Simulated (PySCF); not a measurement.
## Excitation energy of Pb by level of theory

Pb [Xe] 4f14 5d10 6s2 6p2 (3P) → Pb [Xe] 4f14 5d10 6s1 6p2 7s1 (5P), as a difference of total energies. Computed with PySCF 2.14 in aug-cc-pwCVTZ-DK3 (11s10p8d5f1g, 125 functions), with scalar relativity by spin-free X2C-1e. Correlated levels: valence: [Xe] 4f14 5d10 frozen. The calculations carry no spin-orbit coupling.

| method | excitation energy (cm⁻¹) |
| --- | --- |
| UHF | 77825 |
| MP2 (valence) | 83529 |
| SCS-MP2 (valence) | 85732 |
| CCSD (valence) | 84514 |
| CCSD(T) (valence) | 84712 |

Spin-orbit coupling is strong in these open shells (close to jj coupling). The scalar numbers leave it out and a first-order estimate fails, so it can dominate the gap to the real levels.

The upper state lies above the first ionisation limit. A Rydberg-like electron needs more diffuse functions than a valence basis has.

The promoted electron is Rydberg-like, and one or two diffuse shells describe it only roughly, which tends to raise the upper state.
